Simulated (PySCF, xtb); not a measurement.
C₃H₉GeN, SMILES [CH3][GeH]1[CH2]N[CH2]1.

GFN2-xTB (xtb) at its own geometry gives an orbital gap of 5.08 eV and a dipole moment of 2.06 D.

Geometry optimised at PBE0-D3(BJ)/def2-SVP. This is a generated structure with no PubChem entry under its InChIKey; it may be hypothetical.

### Question
What does PBE/def2-TZVP in PySCF give? (An estimate is asked for; the answer gives what the named calculation found.)

### Answer
gap 4.87 eV (levels -4.83 and 0.04 eV), dipole 1.39 D.
